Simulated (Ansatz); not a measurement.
ClH5NSi2 (`N[Si]([SiH3])Cl`) radical, relaxed with UKS PBE-D4/def2-SVP in the Gaussian-basis code of Ansatz from a rough embedded geometry. The force threshold is 0.03 eV/Å; the program also tests the step.

Charge 0, multiplicity 2.

Start:

```xyz
9

N     0.645   -1.713    0.231
Si    0.966   -0.106    0.076
Si   -0.766    1.123   -0.852
Cl    1.371    0.570    2.028
H     1.411   -2.225    0.677
H    -0.159   -1.933    0.844
H    -2.018    0.984    0.001
H    -0.435    2.597   -0.817
H    -1.015    0.704   -2.188
```

```
         step  energy (eV)  largest force (eV/Å)  largest move (Å)
            1  -29824.5636                 3.120             0.000
            2  -29824.8554                 1.717             0.195
            3  -29824.8846                 0.643             0.200
            4  -29824.9340                 0.192             0.135
            5  -29824.9388                 0.171             0.046
            6  -29824.9456                 0.099             0.194
 7 (rejected)  -29824.9453                 0.191             0.117
            8  -29824.9478                 0.279             0.058
            9  -29824.9496                 0.146             0.099
10 (rejected)  -29824.9393                 0.263             0.056
           11  -29824.9523                 0.103             0.027
           12  -29824.9531                 0.233             0.059
           13  -29824.9542                 0.244             0.032
           14  -29824.9564                 0.426             0.101
15 (rejected)  -29824.9551                 0.917             0.111
           16  -29824.9620                 0.320             0.056
           17  -29824.9693                 0.376             0.096
           18  -29824.9794                 0.387             0.150
           19  -29824.9796                 0.809             0.193
           20  -29824.9972                 0.066             0.068
           21  -29824.9992                 0.108             0.042
           22  -29825.0013                 0.104             0.072
           23  -29825.0025                 0.106             0.064
24 (rejected)  -29825.0022                 0.097             0.031
           25  -29825.0034                 0.021             0.015
```

End:

```xyz
9

N     0.536   -1.674    0.465
Si    1.063   -0.037    0.118
Si   -0.814    1.162   -0.712
Cl    1.545    0.773    2.009
H     1.026   -2.211    1.189
H     0.271   -2.280   -0.319
H    -1.982    1.148    0.241
H    -0.401    2.584   -0.977
H    -1.244    0.536   -2.015
```

Hardware: 4 threads of a server CPU on a shared host. Wall time 33 s, peak host memory 0.19 GiB.
